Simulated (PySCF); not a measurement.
Species: C₈H₉F₃O.
Bonds: C1–C2 (double), C2–C3 (double), C3–C4, C4–C5, C5–C6, C3–C7, C7–O8 (double), C7–C9, C9–F10, C9–F11, C9–F12. Hydrogens: H13, H14 on C1; H15, H16 on C4; H17, H18 on C5; H19, H20, H21 on C6.

Level of theory: PySCF 2.14.0, PBE0-D3(BJ)/def2-SVP geometry optimisation, gas phase.

(1) What internal coordinates does the optimisation give?

Answers

(1) 
```csv
bond,length (Å),order
C1=C2,1.302,double
C2=C3,1.321,double
C3–C4,1.509,single
C4–C5,1.528,single
C5–C6,1.520,single
C3–C7,1.480,single
C7=O8,1.205,double
C7–C9,1.549,single
"C9–F10, C9–F11",1.334,single
C9–F12,1.321,single
"C1–H13, C1–H14",1.095,single
"C4–H15, C4–H16",1.101,single
"C5–H17, C5–H18",1.103,single
"C6–H19, C6–H20, C6–H21",1.101,single
```

Bonds in one row agree within 0.01 Å and their mean is given. Orders are formal, as drawn. A selection of angles:
```csv
angle,degrees
C1–C2–C3,179.5
C2–C3–C4,122.8
C2–C3–C7,121.0
C4–C3–C7,116.2
C3–C4–C5,112.8
C4–C5–C6,112.6
C3–C7–O8,122.8
C3–C7–C9,118.4
O8–C7–C9,118.8
C7–C9–F10,110.4
C7–C9–F11,111.1
F10–C9–F11,108.0
```

Dihedral angles: C2–C3–C4–C5 101° (anticlinal); C3–C4–C5–C6 179° (antiperiplanar); C2–C3–C7–O8 180° (antiperiplanar); C3–C7–C9–F10 -62° (synclinal). The mirror-image conformer, all signs reversed, is as good.

Of the pairs four or more bonds apart, C2···F11 is among the closest relative to their van der Waals radii: 2.92 Å, 92 % of the sum of Bondi's values. The C–C distances run from 1.302 Å (C1=C2, drawn double) to 1.549 Å (C7–C9, drawn single), a spread of 0.247 Å.

Point group: C1 (no symmetry element, even within 0.4 Å). No frequency check. The numbers are those of one conformer.
